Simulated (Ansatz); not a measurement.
Basis sets compared for `Sc1ccc(-c2ccc(-c3ccc(S)cc3)cc2)cc1`. The state is a singlet with charge 0. Geometry PBE-D4/def2-SVP. Ansatz on 2 threads of AMD EPYC 7R13 on a shared host and a share (18 GiB) of an NVIDIA H100 80GB HBM3; times are rough, and most runs start from earlier orbitals.

```xyz
34

S    -6.2414   -3.1188   -2.8581
C    -4.7912   -2.3317   -2.2070
C    -3.7265   -3.1560   -1.7841
C    -2.5613   -2.5912   -1.2588
C    -2.4062   -1.1912   -1.1353
C    -1.1697   -0.5982   -0.5768
C    -0.4345   -1.2521    0.4385
C     0.7303   -0.6906    0.9686
C     1.2210    0.5539    0.5111
C     2.4529    1.1509    1.0754
C     2.8031    0.9679    2.4321
C     3.9629    1.5317    2.9731
C     4.8234    2.3038    2.1658
S     6.3121    3.0574    2.7675
C     4.4887    2.4955    0.8081
C     3.3254    1.9291    0.2804
C     0.4870    1.2067   -0.5058
C    -0.6780    0.6453   -1.0356
C    -3.4811   -0.3804   -1.5641
C    -4.6537   -0.9333   -2.0885
H    -6.9323   -1.9746   -3.1177
H    -3.8093   -4.2494   -1.8778
H    -1.7361   -3.2553   -0.9620
H    -0.7950   -2.2137    0.8339
H     1.2854   -1.2389    1.7447
H     2.1365    0.3916    3.0909
H     4.1953    1.3776    4.0379
H     6.2070    2.6028    4.0467
H     5.1522    3.0861    0.1583
H     3.1025    2.0715   -0.7875
H     0.8277    2.1854   -0.8758
H    -1.2117    1.1751   -1.8390
H    -3.4111    0.7126   -1.4589
H    -5.4744   -0.2695   -2.4003
```

B3LYP takes the VWN-RPA correlation. Single mean-field runs in def2-TZVP are fitted with def2-universal-jkfit.

Binding counts from free atoms (S triplet, C triplet, H doublet) in the same basis, without a counterpoise term.

```csv
level,functions,energy (Eh),HOMO (eV),LUMO (eV),binding per atom (eV),wall time
PBE-D4/def2-SVP,358,-1488.8237,-4.91,-2.05,5.38,13 s
B3LYP-D4/6-31G,216,-1490.5909,-5.52,-1.22,4.96,10 s
PBE0-D4/def2-SVP,358,-1488.9487,-5.82,-1.38,5.26,14 s
```

(1) Estimate the rows for PBE-D4/def2-TZVP (with forces), B3LYP-D4/def2-TZVP, PBE0-D4/def2-TZVP.

## Answers

(1) 
```json
{"level": "PBE-D4/def2-TZVP (with forces)", "functions": "716", "energy (Eh)": "-1489.8237", "HOMO (eV)": "-5.01", "LUMO (eV)": "-2.19", "binding per atom (eV)": "5.30", "wall time": "13 s"}
{"level": "B3LYP-D4/def2-TZVP", "functions": "716", "energy (Eh)": "-1491.1240", "HOMO (eV)": "-5.66", "LUMO (eV)": "-1.60", "binding per atom (eV)": "5.09", "wall time": "17 s"}
{"level": "PBE0-D4/def2-TZVP", "functions": "716", "energy (Eh)": "-1489.9390", "HOMO (eV)": "-5.87", "LUMO (eV)": "-1.48", "binding per atom (eV)": "5.19", "wall time": "16 s"}
```
